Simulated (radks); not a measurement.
Initial-state core-level shifts of the niobium ion Nb3+ when its valence configuration changes from [Kr] 4d2. All-electron calculation, Dirac Kohn-Sham, PBE, spin-unpolarised, spherical densities, finite nucleus; open shells fill j = l - 1/2 first; Fermi nuclear charge, rms radius 4.324 fm. Program: a radial shooting solver on a logarithmic mesh with Libxc functionals. Shifts are changes of the shell-averaged eigenvalues in eV (positive: less bound); the change of the density at the nucleus, which sets a Mossbauer isomer shift, is in e/bohr^3, on a base of 8.25e+04.

\begin{tabular}{lrrrrr}
valence & 1s & 2s & 2p & 4p & density at nucleus \\ \hline
4d1 5p1 & -5.755 & -6.134 & -6.107 & -4.910 & +4.065 \\
4d1.5 5s0.5 & -2.328 & -2.508 & -2.497 & -1.963 & +11.863 \\
4d1.5 5p0.5 & -2.835 & -3.017 & -3.004 & -2.444 & +1.925 \\
5p2 & -11.808 & -12.627 & -12.570 & -9.852 & +9.000 \\
4d1 5s1 & -4.748 & -5.119 & -5.097 & -3.961 & +24.610 \\
5s2 & -9.836 & -10.626 & -10.580 & -8.026 & +52.726 \\
4d0.5 5p1.5 & -8.749 & -9.341 & -9.299 & -7.382 & +6.425 \\
4d0.5 5s1 5p0.5 & -7.753 & -8.334 & -8.297 & -6.454 & +27.681 \\
4d1 5s0.5 5p0.5 & -5.252 & -5.628 & -5.603 & -4.437 & +14.374 \\
\end{tabular}
